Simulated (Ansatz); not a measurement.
Complex (SMILES): F (HF) with S (H2S), atoms 1 to 2 the first; geometry from B3LYP-D3(BJ)/def2-TZVP, monomers rigid:
```xyz
5

F      1.0514    -0.0999    -0.0372
H      0.2433     0.3752     0.0204
S     -1.5978     1.6545     0.0327
H     -1.5779     1.8425    -1.2976
H     -0.9121     2.7859     0.2673
```

Basis-set convergence of the counterpoise-corrected interaction energy at HF with Ansatz (an electronic-structure program). Cartesian d functions, on some or all atoms, in 6-31G*, 6-31+G*, 6-311G**, 6-311+G**; all else is spherical. No added dispersion term, no relativity. Functions are those of the species that has most. Reference: the value in aug-pcseg-3, -3.21 kcal/mol. Deviations are taken from unrounded values.

```
basis            functions  counterpoise-corrected interaction energy (kcal/mol)
---------------  ---------  ----------------------------------------------------
6-31G*                  40                                                 -2.15
6-31+G*                 48                                                 -2.90
def2-SVP                47                                                 -3.25
def2-SVPD               74                                                 -3.26
pcseg-1                 47                                                 -2.36
aug-pcseg-1             77                                                 -3.31
cc-pV(D+d)Z             52                                                 -2.73
aug-cc-pV(D+d)Z         82                                                 -3.29
6-311G**                63                                                 -2.23
6-311+G**               71                                                 -3.12
def2-TZVP               86                                                 -3.18
def2-TZVPD             113                                                 -3.15
pcseg-2                106                                                 -3.12
aug-pcseg-2            165                                                 -3.21
cc-pV(T+d)Z            111                                                 -3.00
aug-cc-pV(T+d)Z        170                                                 -3.22
def2-TZVPP             115                                                 -3.17
def2-TZVPPD            142                                                 -3.21
cc-pV(Q+d)Z            209                                                 -3.13
aug-cc-pV(Q+d)Z        307                                                 -3.21
def2-QZVPP             217                                                 -3.20
def2-QZVPPD            244                                                 -3.20
pcseg-3                223                                                 -3.22
aug-pcseg-3            321                                                 -3.21
```

What the diffuse functions change, pair by pair:
- 6-31G* to 6-31+G*: 8 more functions, deviation 1.06 to 0.31 kcal/mol
- def2-SVP to def2-SVPD: 27 more functions, deviation -0.05 to -0.05 kcal/mol
- pcseg-1 to aug-pcseg-1: 30 more functions, deviation 0.85 to -0.10 kcal/mol
- cc-pV(D+d)Z to aug-cc-pV(D+d)Z: 30 more functions, deviation 0.48 to -0.08 kcal/mol
- 6-311G** to 6-311+G**: 8 more functions, deviation 0.98 to 0.09 kcal/mol
- def2-TZVP to def2-TZVPD: 27 more functions, deviation 0.03 to 0.06 kcal/mol
- pcseg-2 to aug-pcseg-2: 59 more functions, deviation 0.09 to 0.00 kcal/mol
- cc-pV(T+d)Z to aug-cc-pV(T+d)Z: 59 more functions, deviation 0.21 to -0.01 kcal/mol
- def2-TZVPP to def2-TZVPPD: 27 more functions, deviation 0.04 to 0.00 kcal/mol
- cc-pV(Q+d)Z to aug-cc-pV(Q+d)Z: 98 more functions, deviation 0.08 to 0.00 kcal/mol
- def2-QZVPP to def2-QZVPPD: 27 more functions, deviation 0.01 to 0.01 kcal/mol
- pcseg-3 to aug-pcseg-3: 98 more functions, deviation -0.01 to 0.00 kcal/mol

Leaving out the reference's own pair, they bring the value nearer the reference by more than 0.01 kcal/mol in 8 of 11 pairs.
